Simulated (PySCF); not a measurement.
**Electronic structure of Mn+ (manganese, charge +1) at the UHF level**

Configuration: [Ar] 3d5 4s1, high-spin 7S determinant. Computed with PySCF 2.14 in cc-pVTZ, with the non-relativistic Hamiltonian (point nucleus).

```
Total energy                                     : -1149.649165 hartree
One-electron energy                              : -1578.1802 hartree
Hartree (Coulomb) energy                         : 479.4285 hartree
Exchange energy                                  : -50.8975 hartree
Kinetic energy                                   : 1149.68881 hartree
⟨S²⟩                                             : 12.0004
⟨L²⟩                                             : 0.000
Sum of ⟨r⟩                                       : 17.89 bohr
Sum of ⟨r²⟩                                      : 25.92 bohr²
Density at the nucleus (Gaussians lack the cusp) : 10500 bohr⁻³
Spin density at the nucleus                      : 4.21 bohr⁻³
Langevin diamagnetic susceptibility              : -20.5 ×10⁻⁶ cm³/mol
Time after the integrals                         : 0.37 s of wall time on 1 thread of Neoverse-V1 (shared host)
```

```json
{"shell": "1s α", "electrons": "1", "mean orbital energy (eV)": "-6553.3", "rms radius, mean of both spins (bohr)": "0.0713"}
{"shell": "1s β", "electrons": "1", "mean orbital energy (eV)": "-6553.1", "rms radius, mean of both spins (bohr)": "0.0713"}
{"shell": "2s α", "electrons": "1", "mean orbital energy (eV)": "-801.91", "rms radius, mean of both spins (bohr)": "0.305"}
{"shell": "2s β", "electrons": "1", "mean orbital energy (eV)": "-798.12", "rms radius, mean of both spins (bohr)": "0.305"}
{"shell": "2p α", "electrons": "3", "mean orbital energy (eV)": "-684.94", "rms radius, mean of both spins (bohr)": "0.274"}
{"shell": "2p β", "electrons": "3", "mean orbital energy (eV)": "-681.29", "rms radius, mean of both spins (bohr)": "0.274"}
{"shell": "3s α", "electrons": "1", "mean orbital energy (eV)": "-117.45", "rms radius, mean of both spins (bohr)": "0.924"}
{"shell": "3s β", "electrons": "1", "mean orbital energy (eV)": "-105.97", "rms radius, mean of both spins (bohr)": "0.924"}
{"shell": "3p α", "electrons": "3", "mean orbital energy (eV)": "-82.207", "rms radius, mean of both spins (bohr)": "0.991"}
{"shell": "3p β", "electrons": "3", "mean orbital energy (eV)": "-68.539", "rms radius, mean of both spins (bohr)": "0.991"}
{"shell": "3d α", "electrons": "5", "mean orbital energy (eV)": "-25.398", "rms radius, mean of both spins (bohr)": "1.27"}
{"shell": "4s α", "electrons": "1", "mean orbital energy (eV)": "-14.806", "rms radius, mean of both spins (bohr)": "3.10"}
```
